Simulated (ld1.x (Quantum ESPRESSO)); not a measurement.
magnesium: ultrasoft pseudisation with PBE, scalar-relativistic reference atom.

```
Element                 : Mg
Generator               : ld1.x (Quantum ESPRESSO) 7.5
Type                    : ultrasoft
Functional              : PBE
Relativity              : scalar-relativistic
Frozen core             : [He]
Valence charge          : 10
Reference configuration : 2s2 2p6 3s0 3p0 (charge +2)
Partial waves           : 2s (bound): rcut 1.05, rcutus 1.45 bohr; 3s (bound, empty): rcut 1.05, rcutus 1.45 bohr; 2p (bound): rcut 1.20, rcutus 1.50 bohr; 3p (bound, empty): rcut 1.20, rcutus 1.50 bohr; 3d channel at -0.05 Ry: rcut 1.20, rcutus 1.50 bohr
Local potential         : all-electron potential smoothed inside 1.25 bohr (lloc = -2)
Core correction         : Bessel-smoothed model core inside 0.85 bohr
Augmentation charge     : PSQ, inside the norm-conserving radii
```

Calculated quality:

* Cutoffs needed: 35 Ry and 60 Ry (the cutoffs (Ry, on a coarse ladder) from which the occupation-weighted sum of valence levels, in a spherical-Bessel basis at the reference potential, stays within 10 and 1 mRy of its value at 400 Ry) The cutoffs count occupied waves only; the empty 3p level needs 55 Ry at the loose tolerance.
* Ghost test: no extra level below or beside the all-electron valence levels (s, p, d, f tested) (spherical-Bessel basis up to 400 Ry, 20 bohr box)
* Configuration tests: test run stopped at test 4 of 7 (negative rho), 3 before it not solved; not counted: 2s2 2p6 3s2 3p0 (pseudo-atom not self-consistent, printed error -39.7 eV); 2s2 2p6 3s1 3p0 (pseudo-atom not self-consistent, printed error -1175 eV); 2s2 2p6 3s1.5 3p0 (pseudo-atom not self-consistent, printed error -17.6 eV)
* Lowest eigenvalue of the overlap operator: 0.11 (p channel)
* Density cutoff estimated by the generator: 273 Ry

Generation and tests took about 4.5 s on one core of a shared server CPU.
